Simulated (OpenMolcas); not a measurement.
neutral nitrogen: CASPT2 settings compared

```json
{
  "Program": "OpenMolcas",
  "Basis": "ANO-RCC-VDZP [3s2p1d]",
  "Scalar Hamiltonian": "DKH2, point nucleus",
  "Active space": "3 electrons in 3 orbitals (2p)",
  "State averaging": "2S+1 = 4 odd, 1 root; 2S+1 = 2 odd, 8 roots kept (CI in the orbitals of an earlier block)",
  "Spin-orbit coupling": "RASSI with atomic mean-field integrals over the reference wave functions, term energies averaged over their components"
}
```

Methods on the same reference wave functions:
A. CASSCF
B. XMS-CASPT2, IPEA 0.6 Eh, sigma1 regulariser 0.15 Eh (closed shells correlated: 1s 2s)
C. XMS-CASPT2, IPEA 0.6 Eh, sigma1 regulariser 0.3 Eh (closed shells correlated: 1s 2s)
D. XMS-CASPT2, IPEA 0.1 Eh, real shift 0.3 Eh (closed shells correlated: 1s 2s)

Energies in cm-1 above 2s2 2p3 4S* 3/2, the measured ground level; measured values from NIST Handbook of Basic Atomic Spectroscopic Data.

```json
{"Level": "2s2 2p3 4S* 3/2", "A": "0.0", "B": "0.0", "C": "0.0", "D": "0.0", "Measured": "0.0"}
{"Level": "2s2 2p3 2D* 3/2", "A": "23321", "B": "21100", "C": "21090", "D": "21620", "Measured": "19233"}
{"Level": "2s2 2p3 2D* 5/2", "A": "23321", "B": "21100", "C": "21090", "D": "21630", "Measured": "19224"}
{"Level": "2s2 2p3 2P* 1/2", "A": "38868", "B": "32620", "C": "32630", "D": "33670", "Measured": "28839"}
{"Level": "2s2 2p3 2P* 3/2", "A": "38869", "B": "32620", "C": "32630", "D": "33680", "Measured": "28839"}
```

Deviations, from unrounded energies. A percentage is the sum of absolute deviations over the sum of measured energies, with the sign that they share, or ± where signs differ.

```csv
Against measurement,Levels,A,B,C,D
mean absolute deviation (cm-1),4,7100,2800,2800,3600
other terms of the ground configuration (%),4,+29.4,+11.7,+11.8,+15.0
```

B, C lie about equally close to measurement and A furthest from it. The largest miss of B in the table is 2s2 2p3 2P* 3/2, by +3800 cm-1. The ranking rests on the paired levels alone, and a cruder setting can come out closer through cancelling errors.

Among B to D the level of the table that moves most is 2s2 2p3 2P* 1/2, by 1100 cm-1 (lowest in B, highest in D). Moves below CASPT2's spread within the term are not significant.

The mean deviations of B to D differ by less than CASPT2's widest spread within a term (2200 cm-1), so their order carries little weight.

From A to B the spin-free energies of the other terms of 2s2 2p3 shown, above 4S*, scale by factors of 0.84 to 0.90.

The lowest spin-free term lies below A's lowest term by 0.078 hartree in B, 0.078 hartree in C, 0.090 hartree in D.

Term energies are means over components that CASPT2 splits; among the terms shown or strongly mixed into the levels shown the widest spread is 2200 cm-1 (2s2 2p3 2D*, C). Terms from blocks run as CI alone lack orbitals of their own. With the s shell closed, the reference lacks s² → p² mixing. Without dynamic correlation excited terms often stand tens of per cent too high (terms of higher spin than the ground term too low), and those without a measured partner can miss by more than the paired ones (holds for A). Some terms miss by over 15 % even with CASPT2, which points to a basis or an active space too small for the shells correlated (holds for D). Measured partners are found by configuration, term and J. A level has none where our copy of the source lacks it or the pairing is in doubt (some pairs that miss far off the trend of their configuration count as doubtful), and it then counts in no deviation. Levels of configurations outside the active space are missing.

* marks odd parity.
